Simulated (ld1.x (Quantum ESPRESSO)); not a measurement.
## Transferability test, TM potential for F (Z = 9)

```json
{
  "Element": "F",
  "Generator": "ld1.x (Quantum ESPRESSO) 7.5",
  "Type": "norm-conserving Troullier–Martins (Kleinman–Bylander form)",
  "Functional": "LDA (PZ)",
  "Relativity": "scalar-relativistic",
  "Frozen core": "[He]",
  "Valence charge": "7",
  "Reference configuration": "2s1 2p6",
  "Partial waves": "2p (bound): rc 1.50 bohr; 3d channel at 0.15 Ry: rc 1.30 bohr; 2s (bound): rc 0.55 bohr",
  "Local potential": "the s channel",
  "Core correction": "a·sin(br)/r model core inside 0.60 bohr"
}
```

Energies are relative to the spin-unpolarised reference configuration 2s1 2p6; without spin polarisation the order of configurations can differ from experiment. Spin-polarised rows fill each open shell by Hund’s rule, majority spin first. The frozen-core shift is the all-electron ΔE with the core orbitals held at their reference shape minus the fully relaxed ΔE.

Q: Give the all-electron excitation energy and the error of the potential for: 2s2 2p5; 2s2 2p4; 2s2 2p3; 2s2 2p2; 2s2 2p4.5; 2s1 2p5; 2s2 2p5.3; 2s1 2p6 (spin-polarised); 2s2 2p5 (spin-polarised).

A:

| valence configuration | charge | ΔE all-electron (eV) | error AE − PS (meV) | frozen-core shift (meV) |
| --- | --- | --- | --- | --- |
| 2s2 2p5 | 0 | -18.390 | +26 | +0.4 |
| 2s2 2p4 | +1 | 1.165 | +158 | +0.4 |
| 2s2 2p3 | +2 | 39.677 | +566 | +0.8 |
| 2s2 2p2 | +3 | 100.409 | +1632 | +3.7 |
| 2s2 2p4.5 | +0.5 | -10.760 | +73 | +0.4 |
| 2s1 2p5 | +1 | 19.820 | +8.8 | +0.1 |
| 2s2 2p5.3 | -0.3 | -21.116 | +9.9 | +0.4 |
| 2s1 2p6 (spin-polarised) | 0 | -0.457 | +5.2 | +0.1 |
| 2s2 2p5 (spin-polarised) | 0 | -18.769 | +37 | +0.8 |
